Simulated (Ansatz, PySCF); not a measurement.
Pulling on the B1–H2 bond in CH5BSe (SMILES CB[SeH]) (multiplicity 1 held, fragments rigid). Energies count from the point at 1.189 Å.
Geometry at that point (charge 0, multiplicity 1):
```xyz
8

B     -0.1528    -0.5534     1.0626
H     -1.1320    -0.5894     1.7355
C      1.1691    -1.2645     1.4816
H      0.9786    -2.3331     1.6320
H      1.4936    -0.8885     2.4585
H      2.0000    -1.1608     0.7826
Se    -0.2340     0.4253    -0.5976
H     -1.6347     0.8649    -0.4932
```

R- and RO- levels are restricted; in cc, def2 and unpolarised 6-31G sets they are followed outwards from rest. Unrestricted levels (U-) break spin symmetry where that is lower. Levels need not reach the same state.

Frozen-core correlation. Filled d and f shells under p-block atoms count as core. Rows in 3-21G carry no dispersion term and start afresh at each structure; the Pople sets are all-electron and without relativity.

The values were computed with Ansatz (Gaussian basis) for Hartree–Fock, density functionals and correlated methods; PySCF for 3-21G rows. Values without a source in brackets are computed.

Q: One of these levels gives 109.47 kcal/mol for the energy at R = 3.804 Å. Name it.
A) R-SCS-MP2/cc-pVTZ
B) U-wB97X-V/cc-pVTZ
C) R-HF/3-21G
D) R-wB97X-V/cc-pVTZ

A: B, U-wB97X-V/cc-pVTZ. The others give 182.12 (R-HF/3-21G), 154.86 (R-wB97X-V/cc-pVTZ), 138.03 (R-SCS-MP2/cc-pVTZ)

Doubts at one or more of the structures used: a restricted determinant that unrestricted orbitals would lower (R-HF/3-21G, R-wB97X-V/cc-pVTZ, R-SCS-MP2/cc-pVTZ); a spin-contaminated determinant (U-wB97X-V/cc-pVTZ).

Ansatz is a first-principles code.
